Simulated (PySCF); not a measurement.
An unknown is described by computed data only.

Formula: C5H8Cl2.

| Property | Result |
| --- | --- |
| UV, strongest line | among the 8 lowest singlet transitions: S5 at 7.70 eV (161 nm, f = 0.062) [TDDFT CAM-B3LYP/def2-SVPD] |
| NMR, other nuclei | isotropic shieldings of nuclei other than C and H, by class: 723 (1 Cl), 842 (1 Cl) ppm [GIAO PBE0/pcSseg-1] |
| 1H NMR | chemical shifts (computed TMS as zero) by class: 4.19 (1 H), 2.90 (1 H), 1.75 (3 H), 1.69 (1 H), 1.23 (1 H), 0.47 (1 H) ppm [GIAO PBE0/pcSseg-1] |
| Rotational structure | rotational constants A, B, C: 2.918, 1.025, 0.950 GHz [GFN2-xTB] |
| Dipole | 2.91 D [CAM-B3LYP/def2-SVPD] |
| 13C NMR | chemical shifts (computed TMS as zero) by class: 53.5 (1 C), 49.3 (1 C), 32.3 (1 C), 26.6 (1 C), 24.4 (1 C) ppm [GIAO PBE0/pcSseg-1] |

The electronic properties come from PySCF, for the isolated species, density fitting. Levels stand in brackets. Geometry: GFN2-xTB, one conformer, isolated molecule. Each NMR value is the plain mean over a class of atoms that symmetry, rotation or inversion makes alike.

Question: What is the compound? Reason from the data.

Answer: Numbering: `[CH3:1][C@@:2]1([Cl:3])[CH2:4][C@H:5]1[CH2:6][Cl:7]`. Its formula, C5H8Cl2, gives 1 degree of unsaturation: 1 ring and 0 π bonds in the structure found. 5 carbons fall into 5 classes; from least to most shielded: sp3 C–Cl carbon [C6] (53.5 ppm), sp3 C–Cl carbon [C2] (49.3 ppm), three-membered-ring carbon [C5] (32.3 ppm), three-membered-ring carbon [C4] (26.6 ppm), methyl carbon [C1] (24.4 ppm). Hydrogen classes from least to most shielded: 1 H on an sp3 C–Cl carbon, C6 (4.19 ppm), 1 H on an sp3 C–Cl carbon, C6 (2.90 ppm), 3 H on a methyl carbon, C1 (1.75 ppm, a mean of values up to 1.6 ppm apart in this geometry), 1 H on a three-membered-ring carbon, C5 (1.69 ppm), 1 H on a three-membered-ring carbon, C4 (1.23 ppm), 1 H on a three-membered-ring carbon, C4 (0.47 ppm). The other shieldings belong to: 723 ppm, alkyl chlorine [Cl3]; 842 ppm, alkyl chlorine [Cl7]. The optimised geometry has point group C1 and is an asymmetric top. Structure: `C[C@@]1(Cl)C[C@H]1CCl`. Computed isomers that give other values at the same levels: `C/C(=C/CCl)CCl` (13C chemical shifts (computed TMS as zero) by class: 153.9 (1 C), 136.1 (1 C), 47.1 (1 C), 44.6 (1 C), 26.4 (1 C) ppm). The assignments are read from this structure; whether some other isomer fits the data as well wasn't checked. The mirror image fits equally.

Shape of the structure used: `[CH3:1][C@@:2]1([Cl:3])[CH2:4][C@H:5]1[CH2:6][Cl:7]`: C4–C5–C6–Cl7 145°.
